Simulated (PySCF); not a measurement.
C2H8N, SMILES C[NH2+]C, charge +1. Heavy atoms are numbered as in [CH3:1][NH2+:2][CH3:3]. Hydrogens are named by the atom that carries them.

Geometry: B3LYP-D3(BJ)/def2-SVP. The isomer is the one that the SMILES or the coordinates give; other isomers of the formula were not compared.

Calculation: PySCF with KT2/pcSseg-1.

GIAO shieldings, no solvent; atoms alike by connectivity are averaged. δ = σ(ref) − σ: ¹³C against TMS (σ = 185.1 ppm); ¹⁵N against NH3 (σ = 266.2 ppm); ¹H against TMS (σ = 31.47 ppm), references at their B3LYP-D3(BJ)/def2-TZVP geometries, non-relativistic.

| nucleus | atoms | count | δ (ppm) |
|---|---|---|---|
| ¹³C | C1 (CH3) | 2 | 43.8 |
| ¹⁵N | N2 (NH2) | 1 | 61.6 |
| ¹H | H on N2 | 2 | 4.55 |
| ¹H | H on C1 | 6 | 3.64 |
